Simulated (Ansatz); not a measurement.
`[OH][Ti]([F])([Cl])[Cl]` + H₂O → `[OH][Ti]([OH])([Cl])[Cl]` + H–F at 400 K and 1 bar (formal hydrolysis of a Ti–F bond).

Program: Ansatz. Geometries: PBE0-D4/def2-TZVP. ΔE: electronic, gas phase. CCSD(T)/CBS is the MP2 limit (def2-TZVPP, def2-QZVPP) plus CCSD(T) − MP2 in def2-TZVPP, frozen cores. This one scheme is used for every species. For Ti outer-core shells are correlated without core-valence functions, which leaves a few kJ/mol of doubt a bond. Scalar relativity is left out up to krypton. Each species was taken in one conformer, which may not be the lowest.

```tsv
species	CCSD(T)/CBS energy (Eh)	H − E (kJ/mol)	S (J/(mol·K))
`[OH][Ti]([F])([Cl])[Cl]`	-1944.30161	79.9	403.1
H₂O	-76.37941	69.8	198.6
`[OH][Ti]([OH])([Cl])[Cl]`	-1920.27279	110.9	417.6
H–F	-100.39570	36.5	182.2
```

H − E and S are ideal-gas, rigid-rotor, harmonic terms from PBE0-D4/def2-TZVP, for one conformer and one mirror image of each species. 1 Eh = 2625.50 kJ/mol, R = 8.31446 J/(mol·K).

Problem. By hand: ΔE, ΔH, ΔS and ΔG.

Solution. ΔE = (-1920.27279) + (-100.39570) − (-1944.30161) − (-76.37941) = 0.01253 Eh = 32.9 kJ/mol. Δ(H − E) = 110.9 + 36.5 − 79.9 − 69.8 = -2.3, so ΔH = 30.6 kJ/mol. ΔS = 417.6 + 182.2 − 403.1 − 198.6 = -1.9 J/(mol·K). ΔG = 30.6 − 400 × (-1.9)/1000 = 31.4 kJ/mol.

Problem. By hand: the equilibrium constant, and the temperature at which ΔG would vanish if ΔH and ΔS stayed fixed.

Solution. log₁₀ K = −ΔG/(RT ln 10) = -4.1. ΔH and −TΔS have one sign here, so there is no such temperature.

The number of gas molecules stays the same, so ΔS is small and ΔH decides. A doubt of 5 kJ/mol in ΔE shifts log₁₀ K by 0.7 here. Other conformers and mirror images would add mixing entropy, several J/(mol·K) or more a flexible species. These are equilibria of isolated gas molecules and say nothing of rates. Largest T1 diagnostic: 0.024 (customary marks: 0.02 for closed shells, 0.045 for open ones).

ΔS is within the doubt of such terms, so its sign, and with it that verdict, could turn.
